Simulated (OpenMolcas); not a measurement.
Eu³⁺: effect of the basis set

```json
{
  "Program": "OpenMolcas",
  "Method": "SS-CASPT2, IPEA 0.25 Eh, imaginary shift 0.1 Eh (closed shells correlated: 5s 5p)",
  "Active space": "6 electrons in 7 orbitals (4f)",
  "State averaging": "2S+1 = 7 even, 7 roots; 2S+1 = 5 even, 140 roots (105 in the spin-orbit step); 2S+1 = 3 even, 259 roots kept (CI in the orbitals of an earlier block, 141 in the spin-orbit step); 2S+1 = 1 even, 134 roots kept (CI in the orbitals of an earlier block, 47 in the spin-orbit step)",
  "Spin-orbit coupling": "RASSI with atomic mean-field integrals over the reference wave functions, term energies averaged over their components"
}
```

A. ANO-RCC-VDZP [7s6p4d2f1g], DKH2, point nucleus; CASPT2 step roughly 4 core-minutes
B. ANO-R2 [8s6p4d3f1g], X2C, finite nucleus; CASPT2 step about 3 core-minutes
C. ANO-RCC-VTZP [8s7p5d3f2g1h], DKH2, point nucleus; CASPT2 step about 4 core-minutes
D. ANO-R3 [9s8p6d5f3g1h], X2C, finite nucleus; CASPT2 step roughly 14 core-minutes
E. ANO-RCC-VQZP [9s8p6d4f3g2h], DKH2, point nucleus; CASPT2 step about 6 core-minutes

Energies in cm⁻¹ above 4f⁶ ⁷F₀.

```csv
Level,A,B,C,D,E
4f⁶ ⁷F₀,0.0,0.0,0.0,0.0,0.0
4f⁶ ⁷F₁,412,427,429,433,427
4f⁶ ⁷F₂,1137,1174,1176,1185,1171
4f⁶ ⁷F₃,2070,2130,2130,2140,2120
4f⁶ ⁷F₄,3140,3210,3210,3220,3190
4f⁶ ⁷F₅,4280,4370,4360,4360,4330
4f⁶ ⁷F₆,5470,5560,5540,5530,5500
4f⁶ ⁵D₀(1),18150,17670,17340,16870,17050
4f⁶ ⁵D₁(1),19850,19400,19080,18610,18770
4f⁶ ⁵D₂(1),22410,21990,21670,21200,21340
4f⁶ ⁵D₃(1),25490,25090,24750,24270,24400
4f⁶ ⁵L₆,28130,27790,27650,27520,27460
4f⁶ ⁵G₂(1),28910,28500,28100,27680,27780
4f⁶ ⁵D₄(1),29000,28620,28250,27760,27880
4f⁶ ⁵G₃(1),29130,28730,28330,27930,28020
4f⁶ ⁵L₇,29180,28860,28720,28600,28530
4f⁶ ⁵G₄(1) [68 %],29410,29020,28630,28230,28310
4f⁶ ⁵G₅(1),29490,29090,28690,28310,28390
4f⁶ ⁵G₆(1) [74 %],29570,29180,28780,28390,28470
4f⁶ ⁵L₈,30210,29910,29770,29660,29570
4f⁶ ⁵L₉,31080,30800,30660,30540,30460
4f⁶ ⁵L₁₀,31710,31430,31290,31170,31080
4f⁶ ⁵H₃(1),34700,34300,33840,33530,33580
4f⁶ ⁵H₇(1),34860,34440,33960,33660,33700
```

Among A to E the level of the table that moves most is 4f⁶ ⁵D₀(1), by 1300 cm-1 (lowest in D, highest in A). Moves below CASPT2's spread within the term are not significant.

Term energies are means over components that CASPT2 splits; among the terms shown or strongly mixed into the levels shown the widest spread is 300 cm-1 (4f⁶ ⁵I, A). High states are left out of the spin-orbit mixing, which shifts the levels that they would mix with. The basis is small and was not contracted for so high a charge (holds for A). Levels of configurations outside the active space are missing. The table leaves out levels that lie high or whose names do not pair safely across all columns.

A share in square brackets marks a mixed level and gives the weight of the term that names it, the lowest over the columns. A number in round brackets counts repeated terms of one configuration in the order of the reference energies.
